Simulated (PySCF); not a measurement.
Bi(Cl)(Me)2 (C2H6BiCl), SMILES [CH3][Bi]([CH3])[Cl].

Coordinates come from a B3LYP-D3(BJ)/def2-SVP optimisation. The structure was generated by enumeration; whether it is a known compound was not checked. The def2 effective core potentials stand for the cores of Bi; spin–orbit coupling is left out.

Two levels are set side by side: TDA-PBE/def2-SVPD (PySCF) and TDA-LC-ωPBE/def2-SVPD (PySCF). Vertical, same geometry. The lowest singlet is HOMO→LUMO 98 % with PBE and HOMO→LUMO 95 % with the other functional; states are paired by order. Differences are taken from unrounded values.

```tsv
quantity	TDA-LC-ωPBE
lowest singlet excitation (eV)	4.66
lowest triplet excitation (TDA) (eV)	3.87
first bright state (f over 0.05) (eV)	6.37
its oscillator strength	0.13
```

Question: What does TDA-PBE give, and how far is it from TDA-LC-ωPBE? (An estimate is asked for; the answer gives what the named calculation found.)

Answer: 
```tsv
quantity	TDA-PBE	TDA-PBE minus TDA-LC-ωPBE
lowest singlet excitation (eV)	4.08	-0.58
lowest triplet excitation (TDA) (eV)	3.53	-0.34
first bright state (f over 0.05) (eV)	5.44	-0.93
its oscillator strength	0.05	-0.08
```

Functionals without exact exchange tend to place singlet excitations lower, as here. Differences between two approximate levels are no errors against the true value.

Rough cost on one machine, each run with all the roots and properties that it gave: TDA-LC-ωPBE against TDA-PBE about 2 times.
